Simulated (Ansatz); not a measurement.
Consider the atomization: `C[SiH](F)C=N` → 2 C• + F• + 6 H• + N• + Si•.

Calculated with Ansatz (gas phase, PBE0-D4/def2-TZVP geometries, no zero-point term in ΔE). CCSD(T)/CBS adds triple-zeta CCSD(T) − MP2 to the extrapolated MP2 energy (def2 sets, frozen cores). This one scheme is used for every species, atoms too. Functionals use def2-TZVPP. B3LYP here is the variant with VWN-RPA as its local correlation; programs differ in this. No spin–orbit coupling; open shells (•) take unrestricted orbitals. Spin–orbit coupling would lower the free atoms: a little for C, F, Si. One conformer a species, not always the lowest.

| level | ΔE (eV) |
| --- | --- |
| B3LYP-D4 | 43.92 |
| ωB97M-V | 44.02 |
| PBE | 44.49 |
| CCSD/def2-TZVPP | 42.03 |
| CCSD(T)/def2-TZVPP | 42.68 |
| HF/def2-QZVPP | 31.88 |
| SCS-MP2/def2-QZVPP | 44.09 |
| MP2/CBS(def2) | 44.57 |

Q: What does CCSD(T)/CBS give? (An estimate is asked.)

A: Ansatz gave: +43.89 eV. The listed levels differ from it by 0.03, 0.13, 0.60, -1.86, -1.21, -12.01, 0.20, 0.68 eV.

Largest T1 diagnostic among the species: 0.012.

In def2-TZVPP, CCSD(T) changes the Hartree–Fock value by +10.90 eV (the triples alone add +0.66 eV) and MP2 by +11.58 eV; breaking electron pairs costs correlation energy, which Hartree–Fock lacks. The D4 term adds +0.34 eV with B3LYP and +0.18 eV with PBE0; it sums over pairs of atoms, weighted by their polarisabilities, and B3LYP, whose exchange is more repulsive, gets the larger term. From PBE to PBE0 (25 % exact exchange), in def2-TZVPP and without D4, ΔE moves by −0.86 eV: exact exchange takes away binding that semilocal exchange gives to molecules.

For atomizations the MP2-based limit and the directly extrapolated one differ by several kJ/mol either way, and by 10 to 25 for some Ge, Se and Sn compounds, so smaller differences from it don't rank the levels.
